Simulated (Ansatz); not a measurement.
Frontier orbitals of H₉N₃Si₂ (`N[SiH2]N[SiH2]N`).

Cartesian coordinates in Å:
```
N -1.214 -0.100 -2.406
Si -1.332 -0.622 -0.777
N -0.373 0.392 0.229
Si 0.722 0.000 1.498
N 2.158 0.922 1.329
H -0.343 -0.131 -2.911
H -2.004 -0.197 -3.022
H -0.848 -2.001 -0.493
H -2.792 -0.557 -0.491
H -0.517 1.384 0.088
H 0.878 -1.478 1.418
H 0.231 0.358 2.857
H 2.768 0.812 0.535
H 2.663 1.218 2.147
```

Charge 0, multiplicity 1. Geometry: relaxed with PBE0-D4/def2-TZVP. It is one conformer, not always the lowest. Basis def2-TZVPP, Ansatz 0.2.0.

Orbital energies of one run (eV). Highest occupied ones, from the top: -7.26, -7.28, -7.80, -9.06, -9.63, -10.49, -10.67, -11.03, -12.67, -13.70, -13.74, -14.66, -15.18, -23.03. Empty: 0.68, 1.03, 1.08, 2.20, 2.42, 2.46.

Question: Which functional gave them?
A. ωB97M-V
B. LDA (SPW92)
C. PBE0
D. r2SCAN

Answer: C. HOMO energies: PBE0 -7.26, LDA (SPW92) -5.98, ωB97M-V -9.61, r2SCAN -6.15 eV.
